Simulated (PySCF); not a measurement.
# `CO[SiH2][Si]([SiH3])([SiH3])[SiH2]N`: 4 charge schemes on one density

CH15NOSi5.
Geometry (GFN2-xTB, Å), atoms numbered from 1 in this order:
```
atom  x, y, z in Å
C1     3.2469    1.8102    0.2776
O2     2.0844    1.0593    0.1410
Si3    1.8881   -0.3327   -0.6842
Si4   -0.3418   -0.5745   -0.1073
Si5   -0.5298   -0.8053    2.2281
Si6   -1.1899   -2.4943   -1.1430
Si7   -1.5726    1.3167   -0.7532
N8    -3.2124    0.8387   -0.4844
H9     3.5916    2.1728   -0.6939
H10    3.0302    2.6629    0.9219
H11    4.0440    1.2137    0.7277
H12    2.2915   -0.1353   -2.0873
H13    2.8585   -1.3295   -0.1989
H14   -1.9042   -1.1209    2.6485
H15   -0.1774    0.4082    2.9741
H16    0.3018   -1.8731    2.7955
H17   -2.5654   -2.7771   -0.7305
H18   -1.2185   -2.4220   -2.6068
H19   -0.4307   -3.7115   -0.8320
H20   -1.2082    2.5681   -0.0570
H21   -1.5647    1.6553   -2.1821
H22   -3.4708    0.4723    0.4170
H23   -3.9552    1.4248   -0.8290
```

Density: PBE0/pcSseg-1 (PySCF); schemes: Mulliken, IAO, Hirshfeld and ESP-fitted. One conformer (not necessarily the lowest) at the GFN2-xTB geometry, without solvent, vibrations or thermal averaging.

Give the atomic charges in each scheme.

In e:

| atom | environment | Mulliken | IAO | Hirshfeld | ESP-fitted |
| --- | --- | --- | --- | --- | --- |
| C1 | methoxy carbon | -0.002 | -0.197 | -0.033 | -0.218 |
| O2 | silyl ether oxygen | -0.649 | -0.647 | -0.224 | -0.297 |
| Si3 | oxygen-bound silicon | +0.718 | +0.749 | +0.298 | +0.529 |
| Si4 | four-coordinate silicon | -0.694 | -0.155 | +0.029 | -0.296 |
| Si5 | SiH3 silicon | +0.299 | +0.317 | +0.211 | +0.323 |
| Si6 | SiH3 silicon | +0.300 | +0.304 | +0.197 | +0.269 |
| Si7 | SiH2 silicon | +0.628 | +0.661 | +0.282 | +0.569 |
| N8 | silicon-bound nitrogen | -0.630 | -0.841 | -0.318 | -0.964 |
| H9 | methyl hydrogen | +0.097 | +0.129 | +0.041 | +0.108 |
| H10 | methyl hydrogen | +0.120 | +0.155 | +0.050 | +0.118 |
| H11 | methyl hydrogen | +0.097 | +0.128 | +0.041 | +0.112 |
| H12 | Si–H hydrogen | -0.093 | -0.139 | -0.086 | -0.125 |
| H13 | Si–H hydrogen | -0.096 | -0.142 | -0.088 | -0.122 |
| H14 | Si–H hydrogen | -0.061 | -0.102 | -0.077 | -0.084 |
| H15 | Si–H hydrogen | -0.043 | -0.092 | -0.073 | -0.091 |
| H16 | Si–H hydrogen | -0.049 | -0.093 | -0.073 | -0.089 |
| H17 | Si–H hydrogen | -0.053 | -0.095 | -0.078 | -0.080 |
| H18 | Si–H hydrogen | -0.054 | -0.095 | -0.075 | -0.077 |
| H19 | Si–H hydrogen | -0.059 | -0.101 | -0.079 | -0.082 |
| H20 | Si–H hydrogen | -0.086 | -0.145 | -0.092 | -0.144 |
| H21 | Si–H hydrogen | -0.081 | -0.119 | -0.081 | -0.101 |
| H22 | N–H hydrogen | +0.197 | +0.257 | +0.109 | +0.362 |
| H23 | N–H hydrogen | +0.194 | +0.262 | +0.118 | +0.381 |

Mean size of the charges over all atoms: IAO 0.258 e, ESP-fitted 0.241 e, Mulliken 0.230 e, Hirshfeld 0.120 e. Each set sums to the total charge, 0, to within 0.001 e. The Mulliken scheme gives each basis function's population to the atom it is centred on and halves the overlap population of two atoms between them. The Hirshfeld scheme weights the molecular density at each point by an atom's share of the summed free-atom densities.

Lowest charge. The schemes don't all agree: Mulliken Si4 (-0.694); IAO N8 (-0.841); Hirshfeld N8 (-0.318); ESP-fitted N8 (-0.964).

Highest charge. The schemes don't all agree: Mulliken Si3 (+0.718); IAO Si3 (+0.749); Hirshfeld Si3 (+0.298); ESP-fitted Si7 (+0.569).

How closely do the schemes follow one another over all atoms?

Correlation coefficient and root-mean-square difference: IAO with Hirshfeld 0.96, 0.205 e; IAO with ESP-fitted 0.95, 0.103 e; Mulliken with IAO 0.92, 0.133 e; Hirshfeld with ESP-fitted 0.91, 0.195 e; Mulliken with ESP-fitted 0.89, 0.156 e; Mulliken with Hirshfeld 0.84, 0.223 e.

Sum the charges by element, for elements with more than one atom.

```csv
element,atoms,Mulliken,IAO,Hirshfeld,ESP-fitted
Si,5,+1.251,+1.877,+1.017,+1.393
H,15,+0.030,-0.192,-0.443,+0.086
```

How many electrons does the ESP-fitted scheme count on O2?

Z − q = 8 − (-0.297) = 8.297.
